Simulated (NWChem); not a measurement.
System: CH$_{7}$BO$_{2}$Si; SMILES [SiH3]OB(C)O

```xyz
12

B     -0.0488     0.9316     0.0008
C     -0.9711     2.2136    -0.0007
H     -2.0378     1.9521     0.0072
H     -0.7795     2.8384    -0.8896
H     -0.7687     2.8500     0.8775
O      1.3155     1.0071     0.0005
H      1.6401     1.9114    -0.0006
O     -0.6076    -0.3117     0.0018
Si    -0.0351    -1.8817    -0.0004
H      1.4546    -1.9398    -0.0275
H     -0.5854    -2.5713    -1.2028
H     -0.5411    -2.5609     1.2272
```
Atoms are numbered in this order, from 1.

All runs: NWChem. Pople sets run with spherical d functions. Structure relaxed at the PBE0/def2-SVP level. No frequency run checked for a minimum. B3LYP is NWChem's, with the RPA form of VWN correlation. Vzz is the largest principal value of the second derivative of the potential at the nucleus (NWChem prints the opposite sign); η is the asymmetry. Non-relativistic.

For level PBE/6-31G*:

- Vzz B1 (a.u.) = 0.286
- Vzz O6 (a.u.) = 1.266

Task: Estimate the same quantities for level B3LYP/def2-TZVP.

Result: Vzz B1 (a.u.): 0.367
Vzz O6 (a.u.): 1.299
